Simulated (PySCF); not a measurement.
Coordinates in bohr (charge 0 multiplicity 4):
```
W     0.2040    0.0000   -0.1363
O    -2.5431    0.0000    1.4714
H     3.1187    0.0000    1.4486
```

Method: PySCF, UPBE0, basis W def2-TZVP with ECP60, O def2-TZVP, H def2-TZVP (scalar-relativistic core potentials, no spin–orbit coupling, density fitting).

This geometry of HWO is a stationary point at this level.

**Question.** What is the point group?

**Answer.** Cs.

**Question.** Is it a minimum?

**Answer.** Yes: all harmonic wavenumbers are real.

**Question.** Which band is strongest in the infrared?

**Answer.** 1869 cm⁻¹ (a'), 174 km/mol.

**Question.** Give the atomic charges and bond orders.

**Answer.** 
```json
{"atom": "W1", "Mulliken": "0.58", "Löwdin": "0.43", "polar tensor": "0.91", "spin (Mulliken)": "3.20", "Mayer order to W1": "–"}
{"atom": "O2", "Mulliken": "-0.45", "Löwdin": "-0.27", "polar tensor": "-0.69", "spin (Mulliken)": "-0.14", "Mayer order to W1": "2.24"}
{"atom": "H3", "Mulliken": "-0.13", "Löwdin": "-0.16", "polar tensor": "-0.22", "spin (Mulliken)": "-0.06", "Mayer order to W1": "0.96"}
```

**Question.** What is the atomisation energy, with and without zero-point energy?

**Answer.** 971 kJ/mol without, 950 kJ/mol with.

This need not be the most stable arrangement of these atoms. With open d or f shells other occupations or spin states may lie lower. Spin–orbit coupling, left out here, can matter for elements this heavy.
